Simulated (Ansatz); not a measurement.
ClH3NSn, SMILES `[NH2][SnH][Cl]` radical. Total charge 0; spin multiplicity 2. Sn takes the def2 core potential.

```csv
atom,x (Å),y (Å),z (Å)
N1,-0.7473,-0.7609,0.0427
Sn2,0.7508,0.4917,-0.5285
Cl3,0.2628,2.3909,0.7716
H4,-1.6598,-0.3216,0.0743
H5,-0.8243,-1.6219,-0.4856
H6,2.2177,-0.1782,0.1255
```

(1) What are the harmonic wavenumbers in cm⁻¹ at PBE0-D4/def2-TZVP (Ansatz, finite differences of forces, unscaled)? (Best estimate.)

(2) Is this a minimum?

(3) Give the ideal-gas thermochemistry at 298.15 K and 1 bar (rigid rotor, harmonic oscillator; point group C1, symmetry number 1).

## Answers

(1) Computed: 120, 200, 353, 472, 485, 543, 621, 792, 1556, 1765, 3532, 3634.

(2) Yes, all 12 modes are real.

(3) Zero-point energy 84.2 kJ/mol; H(298) − E = 100.7 kJ/mol; entropy 325.9 J/(mol·K), of which translation 173.0, rotation 109.5, vibration 37.7, electronic 5.8; G(298) − E = 3.5 kJ/mol.
